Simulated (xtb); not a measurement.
Cl$_{3}$Dy (SMILES [Cl][Dy]([Cl])[Cl]), sextet, from a rough starting geometry (GFN-xTB shapes and energies of metal compounds can be far from the true ones) (GFN-xTB holds the 4f electrons in the core, so unpaired electrons go into valence orbitals and the state isn't the physical one); xtb with GFN2-xTB.

Input for xtb:
```
$ xtb mol.xyz --gfn 2 --uhf 5 --opt vtight --json

# file mol.xyz
4

Dy     0.00602081     0.00591723    -0.03417000
Cl     2.28855387    -0.35723509    -0.61363047
Cl    -0.90773042    -0.96543578     1.94263790
Cl    -1.43049032     1.31525728    -1.40734888
```

It wrote (shortened):

```
   ID    Z sym.   atoms
    1   66 Dy     1
    2   17 Cl     2-4

           -------------------------------------------------
          |                Calculation Setup                |
           -------------------------------------------------

           -------------------------------------------------
          |                 G F N 2 - x T B                 |
           -------------------------------------------------

          ...................................................
          :                      SETUP                      :
          :.................................................:
          :  # basis functions                  40          :
          :  # atomic orbitals                  36          :
          :  # shells                           12          :
          :  # electrons                        24          :
          :  max. iterations                   250          :
          :  Hamiltonian                  GFN2-xTB          :
          :  restarted?                      false          :
          :  GBSA solvation                  false          :
          :  PC potential                    false          :
          :  electronic temp.          300.0000000     K    :
          :  accuracy                    1.0000000          :
          :  -> integral cutoff          0.2500000E+02      :
          :  -> integral neglect         0.1000000E-07      :
          :  -> SCF convergence          0.1000000E-05 Eh   :
          :  -> wf. convergence          0.1000000E-03 e    :
          :  Broyden damping             0.4000000          :
          :  net charge                          0          :
          :  unpaired electrons                  5          :
          ...................................................

 iter      E             dE          RMSdq      gap      omega  full diag
   1     -0.7303104 -0.730310E+00  0.558E+01    0.01       0.0  T
   2    -11.5089051 -0.107786E+02  0.292E+01    0.15       1.0  T
   3    -11.9225942 -0.413689E+00  0.256E+01    0.02       1.0  T
   4    -14.0999354 -0.217734E+01  0.137E+01    0.04       1.0  T
   5    -14.0984167  0.151877E-02  0.144E+01    0.04       1.0  T
   6    -14.3695224 -0.271106E+00  0.114E+01    0.03       1.0  T
   7    -14.1437083  0.225814E+00  0.128E+01    0.03       1.0  T
   8    -14.1805762 -0.368679E-01  0.118E+01    0.02       1.0  T
   9    -14.3641635 -0.183587E+00  0.911E+00    0.02       1.0  T
  10    -14.3157859  0.483777E-01  0.107E+01    0.02       1.0  T
  11    -14.5143304 -0.198545E+00  0.832E+00    0.01       1.0  T
  12    -14.5023837  0.119467E-01  0.848E+00    0.01       1.0  T
  13    -14.5093696 -0.698598E-02  0.825E+00    0.00       1.0  T
  14    -14.4198903  0.894793E-01  0.916E+00    0.03       1.0  T
  15    -14.4275630 -0.767271E-02  0.870E+00    0.03       1.0  T
  16    -14.5184127 -0.908496E-01  0.683E+00    0.05       1.0  T
  17    -14.5306438 -0.122312E-01  0.646E+00    0.05       1.0  T
  18    -14.5346265 -0.398266E-02  0.605E+00    0.04       1.0  T
  19    -14.5232703  0.113562E-01  0.603E+00    0.04       1.0  T
  20    -14.5303905 -0.712019E-02  0.584E+00    0.04       1.0  T
  21    -14.5442160 -0.138255E-01  0.539E+00    0.03       1.0  T
  22    -14.5445247 -0.308720E-03  0.516E+00    0.02       1.0  T
  23    -14.5466598 -0.213509E-02  0.504E+00    0.02       1.0  T
  24    -14.5533088 -0.664898E-02  0.461E+00    0.01       1.0  T
  25    -14.5575503 -0.424152E-02  0.449E+00    0.01       1.0  T
  26    -14.5744091 -0.168587E-01  0.398E+00    0.01       1.0  T
  27    -14.5846469 -0.102378E-01  0.374E+00    0.01       1.0  T
  28    -14.5860971 -0.145026E-02  0.371E+00    0.01       1.0  T
  29    -14.5845242  0.157291E-02  0.378E+00    0.01       1.0  T
  30    -14.5865805 -0.205623E-02  0.372E+00    0.01       1.0  T
  31    -14.5699904  0.165901E-01  0.385E+00    0.01       1.0  T
  32    -14.6092390 -0.392486E-01  0.246E+00    0.01       1.0  T
[...]
 * total energy  :   -14.6343922 Eh     change       -0.1351177E-03 Eh
 * total energy  :   -14.6345512 Eh     change       -0.1590133E-03 Eh
 * total energy  :   -14.6346766 Eh     change       -0.1253665E-03 Eh
 * total energy  :   -14.6349729 Eh     change       -0.2962694E-03 Eh
 * total energy  :   -14.6350856 Eh     change       -0.1127276E-03 Eh
 * total energy  :   -14.6350456 Eh     change        0.4003159E-04 Eh
 * total energy  :   -14.6351068 Eh     change       -0.6119861E-04 Eh
 * total energy  :   -14.6351157 Eh     change       -0.8920091E-05 Eh
 * total energy  :   -14.6351181 Eh     change       -0.2413201E-05 Eh
 * total energy  :   -14.6351176 Eh     change        0.4465593E-06 Eh
 * total energy  :   -14.6351186 Eh     change       -0.1003153E-05 Eh
 * total energy  :   -14.6351187 Eh     change       -0.7709837E-07 Eh
   *** GEOMETRY OPTIMIZATION CONVERGED AFTER 24 ITERATIONS ***
         :: total energy             -14.635118724862 Eh    ::
[...]
         3        2.0000           -1.0827374             -29.4628
         4        2.0000           -0.5093960             -13.8614
         5        2.0000           -0.4920803             -13.3902
         6        2.0000           -0.4906544             -13.3514
         7        2.0000           -0.4740931             -12.9007
         8        1.9725           -0.4647177             -12.6456
         9        1.8852           -0.4632689             -12.6062
        10        1.7174           -0.4622138             -12.5775
        11        1.4249           -0.4610409             -12.5456
        12        1.0000           -0.4387093             -11.9379
        13        0.9716           -0.3400595              -9.2535
        14        0.8353           -0.3382446              -9.2041 (HOMO)
        15        0.1636           -0.3351525              -9.1200 (LUMO)
        16        0.0294           -0.3333818              -9.0718
        17        0.0000           -0.3269820              -8.8976
        18                         -0.1705426              -4.6407
        19                         -0.0374128              -1.0181
        20                         -0.0225204              -0.6128
        21                         -0.0224421              -0.6107
        22                         -0.0213030              -0.5797
        23                         -0.0197272              -0.5368
        24                         -0.0189551              -0.5158
        25                         -0.0186841              -0.5084
       ...                                ...                  ...
        36                          0.9642746              26.2392
      -------------------------------------------------------------
                  HL-Gap            0.0030921 Eh            0.0841 eV
             Fermi-level           -0.3990155 Eh          -10.8578 eV

     #   Z          covCN         q      C6AA      α(0)
     1  66 Dy       2.162    -0.185   381.877    46.262
     2  17 Cl       0.721     0.050    97.431    15.098
     3  17 Cl       1.103     0.041    98.012    15.146
     4  17 Cl       1.102     0.095    96.425    15.023

 Mol. C6AA /au·bohr⁶  :       2352.356683
 Mol. C8AA /au·bohr⁸  :     221033.806596
 Mol. α(0) /au        :         91.529107

Wiberg/Mayer (AO) data.
largest (>0.10) Wiberg bond orders for each atom

 ---------------------------------------------------------------------------
     #   Z sym  total        # sym  WBO       # sym  WBO       # sym  WBO
 ---------------------------------------------------------------------------
     1  66 Dy   2.008 --     2 Cl   0.719     4 Cl   0.661     3 Cl   0.628
     2  17 Cl   0.909 --     1 Dy   0.719     3 Cl   0.111
     3  17 Cl   1.228 --     1 Dy   0.628     4 Cl   0.489     2 Cl   0.111
     4  17 Cl   1.230 --     1 Dy   0.661     3 Cl   0.489
 ---------------------------------------------------------------------------

Topologies differ in total number of bonds
Writing topology from bond orders to xtbtopo.mol

molecular dipole:
                 x           y           z       tot (Debye)
 q only:       -0.315      -0.026       0.193
   full:        0.165       0.265      -0.495       1.486
molecular quadrupole (traceless):
                xx          xy          yy          xz          yz          zz
 q only:        2.239      -1.529      -0.869       0.563      -0.292      -1.370
  q+dip:       -0.939       0.176      -0.112      -0.171      -1.046       1.051
   full:       -5.541       2.319       2.283       0.448      -0.435       3.257

optimized geometry written to: xtbopt.xyz

           -------------------------------------------------
          | TOTAL ENERGY              -14.635118724862 Eh   |
          | GRADIENT NORM               0.000038371265 Eh/α |
          | HOMO-LUMO GAP               0.084141501082 eV   |
           -------------------------------------------------

normal termination of xtb
```
